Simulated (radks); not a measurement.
The numbers below are computed, except where a source is named.
Q: Rh2+, configuration [Kr] 4d7. Code: a radial shooting solver on a logarithmic mesh with Libxc functionals. Model: scalar-relativistic Kohn-Sham, Slater X-alpha with alpha = 0.644, spin-unpolarised, spherical densities, point nucleus. Some entries of the table are withheld. Estimate them.

orbital  occ.  eigenvalue (Ry)  <1/r> (bohr^-1)  r(max) (bohr)
1s          2        -1691.492            46.99            (1)
2s          2        -246.3322            10.64            (2)
2p          6        -221.0098            10.31        0.09582
3s          2        -45.08551            3.701         0.3521
3p          6              (3)            3.527            (4)
3d         10        -23.43271            3.302            (5)
4s          2         -7.44936            1.408         0.8802
4p          6              (6)            1.260         0.9425
4d          7         -1.77097           0.9157          1.135

A: 
(1) 1s r(max) (bohr): 0.02120
(2) 2s r(max) (bohr): 0.1200
(3) 3p eigenvalue (Ry): -36.76946
(4) 3p r(max) (bohr): 0.3452
(5) 3d r(max) (bohr): 0.2912
(6) 4p eigenvalue (Ry): -5.09017
